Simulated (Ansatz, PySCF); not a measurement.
Potential energy curve for SNa (cation, charge +1), lowest triplet found (which spin is the ground state isn't settled by this scan).

- UMP2/6-31G* = unrestricted MP2 (frozen core)/6-31G*, spherical d in PySCF 2.14.0
- UKS-PBE = Ansatz (a program for electronic structure) with unrestricted PBE/aug-cc-pVDZ
- UKS-B3LYP/6-31G* = unrestricted B3LYP/6-31G*, spherical d (PySCF)
- ROCCSDT(Q) = Ansatz with CCSDT(Q)/B on ROHF/aug-cc-pVDZ, frozen core
- ROCCSDT = CCSDT on ROHF/aug-cc-pVDZ, frozen core (Ansatz)

Energies are in kcal/mol, each relative to the lowest point of its own curve between 2.36 and 3.39 Å, where full CI is lowest.

```json
[
 {"R / Å": "1.96", "UMP2/6-31G*": "61.0", "UKS-PBE": "56.7", "UKS-B3LYP/6-31G*": "57.1", "ROCCSDT(Q)": "64.6", "ROCCSDT": "64.6"},
 {"R / Å": "2.10", "UMP2/6-31G*": "35.4", "UKS-PBE": "32.0", "UKS-B3LYP/6-31G*": "32.7", "ROCCSDT(Q)": "37.7", "ROCCSDT": "37.7"},
 {"R / Å": "2.26", "UMP2/6-31G*": "17.7", "UKS-PBE": "15.4", "UKS-B3LYP/6-31G*": "16.2", "ROCCSDT(Q)": "19.2", "ROCCSDT": "19.2"},
 {"R / Å": "2.36", "UMP2/6-31G*": "10.7", "UKS-PBE": "9.2", "UKS-B3LYP/6-31G*": "9.8", "ROCCSDT(Q)": "12.0", "ROCCSDT": "12.0"},
 {"R / Å": "2.46", "UMP2/6-31G*": "6.1", "UKS-PBE": "5.1", "UKS-B3LYP/6-31G*": "5.5", "ROCCSDT(Q)": "7.1", "ROCCSDT": "7.1"},
 {"R / Å": "2.56", "UMP2/6-31G*": "3.1", "UKS-PBE": "2.5", "UKS-B3LYP/6-31G*": "2.8", "ROCCSDT(Q)": "3.9", "ROCCSDT": "3.8"},
 {"R / Å": "2.67", "UMP2/6-31G*": "1.1", "UKS-PBE": "0.9", "UKS-B3LYP/6-31G*": "1.0", "ROCCSDT(Q)": "1.7", "ROCCSDT": "1.7"},
 {"R / Å": "2.73", "UMP2/6-31G*": "0.5", "UKS-PBE": "0.4", "UKS-B3LYP/6-31G*": "0.5", "ROCCSDT(Q)": "0.9", "ROCCSDT": "0.9"},
 {"R / Å": "2.82", "UMP2/6-31G*": "0.1", "UKS-PBE": "0.0", "UKS-B3LYP/6-31G*": "0.1", "ROCCSDT(Q)": "0.3", "ROCCSDT": "0.3"},
 {"R / Å": "2.90", "UMP2/6-31G*": "0.0", "UKS-PBE": "0.0", "UKS-B3LYP/6-31G*": "0.0", "ROCCSDT(Q)": "0.0", "ROCCSDT": "0.0"},
 {"R / Å": "3.06", "UMP2/6-31G*": "0.5", "UKS-PBE": "0.5", "UKS-B3LYP/6-31G*": "0.5", "ROCCSDT(Q)": "0.1", "ROCCSDT": "0.1"},
 {"R / Å": "3.25", "UMP2/6-31G*": "1.6", "UKS-PBE": "1.5", "UKS-B3LYP/6-31G*": "1.6", "ROCCSDT(Q)": "0.9", "ROCCSDT": "0.9"},
 {"R / Å": "3.39", "UMP2/6-31G*": "2.6", "UKS-PBE": "2.4", "UKS-B3LYP/6-31G*": "2.5", "ROCCSDT(Q)": "1.6", "ROCCSDT": "1.7"},
 {"R / Å": "3.66", "UMP2/6-31G*": "4.5", "UKS-PBE": "4.3", "UKS-B3LYP/6-31G*": "4.5", "ROCCSDT(Q)": "3.3", "ROCCSDT": "3.3"},
 {"R / Å": "3.93", "UMP2/6-31G*": "6.2", "UKS-PBE": "5.9", "UKS-B3LYP/6-31G*": "6.2", "ROCCSDT(Q)": "4.8", "ROCCSDT": "4.8"},
 {"R / Å": "4.32", "UMP2/6-31G*": "8.0", "UKS-PBE": "7.9", "UKS-B3LYP/6-31G*": "8.2", "ROCCSDT(Q)": "6.5", "ROCCSDT": "6.5"},
 {"R / Å": "4.84", "UMP2/6-31G*": "9.6", "UKS-PBE": "9.7", "UKS-B3LYP/6-31G*": "9.9", "ROCCSDT(Q)": "8.1", "ROCCSDT": "8.1"},
 {"R / Å": "5.32", "UMP2/6-31G*": "10.5", "UKS-PBE": "10.8", "UKS-B3LYP/6-31G*": "10.8", "ROCCSDT(Q)": "9.1", "ROCCSDT": "9.1"},
 {"R / Å": "6.01", "UMP2/6-31G*": "11.2", "UKS-PBE": "11.7", "UKS-B3LYP/6-31G*": "11.7", "ROCCSDT(Q)": "9.8", "ROCCSDT": "9.8"},
 {"R / Å": "6.84", "UMP2/6-31G*": "11.7", "UKS-PBE": "12.3", "UKS-B3LYP/6-31G*": "12.2", "ROCCSDT(Q)": "10.4", "ROCCSDT": "10.4"},
 {"R / Å": "7.86", "UMP2/6-31G*": "12.1", "UKS-PBE": "12.6", "UKS-B3LYP/6-31G*": "12.6", "ROCCSDT(Q)": "10.7", "ROCCSDT": "10.7"},
 {"R / Å": "9.28", "UMP2/6-31G*": "12.3", "UKS-PBE": "12.9", "UKS-B3LYP/6-31G*": "12.8", "ROCCSDT(Q)": "11.0", "ROCCSDT": "11.0"}
]
```
